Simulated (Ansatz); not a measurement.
The first iterations of a band of CH6BFO2Si (12 atoms, charge 0, multiplicity 1).

Theory: RKS B3LYP-D4/6-31G* in Ansatz 0.2.0.

```json
{"movable images": "6", "climbing image": "no", "spring": "5.0 eV/Å²", "optimiser": "quadratic models (default)", "start path": "IDPP", "force threshold": "0.05 eV/Å", "iteration limit": "60", "end points": "relaxed"}
```

Image 0:

```xyz
12
Properties=species:S:1:pos:R:3
B 0.231 -2.040 -0.146
Si -0.411 -0.342 0.715
O -0.196 -0.430 2.347
F -1.978 -0.159 0.345
O 0.373 1.032 0.236
C 0.329 1.539 -1.094
H 0.784 -2.034 -1.205
H 0.064 -3.098 0.380
H -0.101 0.427 2.789
H 0.631 0.776 -1.825
H -0.677 1.894 -1.348
H 1.028 2.378 -1.159
```

Image 7:

```xyz
12
Properties=species:S:1:pos:R:3
B 0.225 -2.039 -0.148
Si -0.412 -0.341 0.715
O -0.202 -0.430 2.347
F -1.978 -0.152 0.344
O 0.378 1.030 0.237
C 0.335 1.538 -1.092
H 0.048 -3.099 0.370
H 0.785 -2.031 -1.205
H -0.104 0.424 2.793
H 0.642 0.776 -1.822
H -0.672 1.889 -1.349
H 1.030 2.379 -1.156
```

| iteration | highest image above the first end (eV) | largest band force component (eV/Å) |
| --- | --- | --- |
| 1 | 0.121 | 0.728 |
| 2 | 0.063 | 0.278 |
| 3 | 0.061 | 0.145 |

Q: Does the band converge within its limit, and where does its top end?

A: The run converged. It ended after 9 iterations with the highest image 0.048 eV above the first end. No image climbed, so the highest image needn't sit at the top of the path.

Run time: 3.2 min on 2 threads of Arm Neoverse V1, on a shared host, peak memory 0.24 GiB.
